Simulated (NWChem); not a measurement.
# SiH3O3Cl; SMILES O[Si](O)(Cl)O

```xyz
8

O     -0.0368     1.5450    -0.9759
Si     0.0000     0.0000    -0.4360
O      1.3564    -0.7407    -0.9759
O     -1.3196    -0.8043    -0.9759
Cl     0.0000     0.0000     1.6353
H     -0.7650     2.1003    -0.6831
H      2.2014    -0.3877    -0.6831
H     -1.4364    -1.7127    -0.6831
```
Atoms are numbered in this order, from 1.

Program: NWChem. Coordinates come from a PBE0/def2-SVP optimisation. Level: PBE0/def2-SVP with SMD (1 M gas to 1 M solution), gas-phase geometry. Reactions with the solvent are ignored.

Task: What does the run give for solvent water? Quantities: solvation free energy (kcal/mol); cavity-dispersion-structure term (kcal/mol); dipole in solution (D).

Result: 
```json
{
  "solvation free energy (kcal/mol)": "-12.5",
  "cavity-dispersion-structure term (kcal/mol)": "2.3",
  "dipole in solution (D)": "0.85"
}
```
